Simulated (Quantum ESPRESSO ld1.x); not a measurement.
Problem. The mean radii <r> (bohr) of the occupied orbitals of an atom or ion are listed with their occupations. Calculated with ld1.x of Quantum ESPRESSO 7.5: non-relativistic Kohn-Sham, LDA (Slater exchange, VWN5 correlation), spin-polarised, spherical densities, point nucleus.

orbital  occ.     <r>
1s up       1  0.5098

Name the element and its charge. Open shells, if any, are filled with parallel spins first.

Solution. Z = 3, lithium, charge +2: Li2+ in 1s1. The 1s radius gives Z: for a bare nucleus <r> = 1.5/Z, 0.5 bohr for Z = 3, and the self-interaction of the functional makes it slightly larger (0.5098 here). The occupations add up to 1, and the charge is Z minus that.
